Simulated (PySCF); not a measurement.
B(Cl)(OH)(OEt) (C2H6BClO2), SMILES CCOB(O)Cl.

Coordinates come from a PBE-D3(BJ)/def2-SVP optimisation. Other conformers were not sampled.

Two levels are set side by side: TDDFT-PBE/def2-SVPD (PySCF) and TDDFT-LC-ωPBE/def2-SVPD (PySCF). Vertical, same geometry. The lowest singlet is HOMO→LUMO 100 % with PBE and HOMO→LUMO 53 %, HOMO−1→LUMO 13 %, HOMO−1→LUMO+4 10 % with the other functional; states are paired by order. Differences are taken from unrounded values.

```json
[
 {"quantity": "lowest singlet excitation (eV)", "TDDFT-LC-ωPBE": "8.78", "TDDFT-PBE": "6.70", "TDDFT-PBE minus TDDFT-LC-ωPBE": "-2.08"},
 {"quantity": "lowest triplet excitation (TDA) (eV)", "TDDFT-LC-ωPBE": "7.91", "TDDFT-PBE": "6.63", "TDDFT-PBE minus TDDFT-LC-ωPBE": "-1.28"},
 {"quantity": "first bright state (f over 0.05) (eV)", "TDDFT-LC-ωPBE": "9.12", "TDDFT-PBE": "7.63", "TDDFT-PBE minus TDDFT-LC-ωPBE": "-1.49"},
 {"quantity": "its oscillator strength", "TDDFT-LC-ωPBE": "0.23", "TDDFT-PBE": "0.15", "TDDFT-PBE minus TDDFT-LC-ωPBE": "-0.08"}
]
```

Functionals without exact exchange tend to place singlet excitations lower, as here. Differences between two approximate levels are no errors against the true value.

Rough cost on one machine, each run with all the roots and properties that it gave: TDDFT-LC-ωPBE against TDDFT-PBE about 7 times.
